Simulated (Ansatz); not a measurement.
The cluster Al2P2⁺ (the lowest doublet isomer of a short search). Charge 1, multiplicity 2. Geometry B3LYP-D4/def2-TZVP, basis def2-TZVP, Ansatz.

```tsv
atom	x (Å)	y (Å)	z (Å)
Al1	-1.8827	-0.2939	1.0987
Al2	1.8824	0.2941	-1.0987
P3	0.5318	0.0332	0.9199
P4	-0.5315	-0.0334	-0.9199
```

| run | HOMO (eV) | LUMO (eV) |
| --- | --- | --- |
| A | -10.62 | -8.97 |
| B | -11.00 | -8.64 |
| C | -11.20 | -8.43 |
| D | -10.38 | -8.99 |
| E | -10.11 | -9.23 |
| F | -10.22 | -9.11 |

HSE06 is defined as in plane-wave codes, on full-range PBE exchange. The structure comes from a short search, and lower isomers may exist.

HOMO and LUMO are taken over both spins.

Problem. The runs used B97M-V, HSE06, PBE, PBE0, r2SCAN, r2SCAN0. Estimate which is which.

Solution. A HSE06 (range-separated); B PBE0 (25 % exact exchange); C r2SCAN0 (25 % exact exchange); D r2SCAN (0 % exact exchange); E PBE (0 % exact exchange); F B97M-V (0 % exact exchange). Exact exchange lowers occupied and raises empty levels; among semilocal functionals meta-GGAs tend to open the gap a little, and such runs are hard to tell apart. The gap grows from 0.88 eV (PBE) to 2.76 eV (r2SCAN0).
